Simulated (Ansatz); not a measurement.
The cluster ReS2⁻, relaxed as a singlet with RKS PBE0-D4/def2-TZVPD in Ansatz, starting from the PBE0-D4/def2-TZVP geometry of the neutral doublet. Force threshold 0.02 eV/Å.

In the def2 sets Re takes a core potential; there is no spin–orbit coupling. The structure comes from a short search, and lower isomers may exist.

Start:

```xyz
3

Re   -0.242   -0.434    0.523
S    -1.082   -0.451   -1.372
S     1.324    0.884    0.849
```

```json
{"step": "1", "energy (eV)": "-23796.1046", "largest force component (eV/Å)": "1.025", "SCF passes": "19"}
{"step": "2", "energy (eV)": "-23796.2046", "largest force component (eV/Å)": "0.687", "SCF passes": "35"}
{"step": "3", "energy (eV)": "-23796.2216", "largest force component (eV/Å)": "0.139", "SCF passes": "30"}
{"step": "4", "energy (eV)": "-23796.2227", "largest force component (eV/Å)": "0.015", "SCF passes": "26"}
```

Force components are those of the run's own axes.

End:

| atom | x (Å) | y (Å) | z (Å) |
| --- | --- | --- | --- |
| Re1 | -0.195 | -0.350 | 0.422 |
| S2 | -1.212 | -0.552 | -1.420 |
| S3 | 1.408 | 0.902 | 0.999 |

By distances, no bond broke or formed. The bond that changes most is Re1–S2, from 2.07 to 2.11 Å (atoms count from 1).

No frequencies were taken in this run, so the end may be a saddle point.

Run time 7.5 s (2 threads of AMD EPYC 9R14 on a shared host).
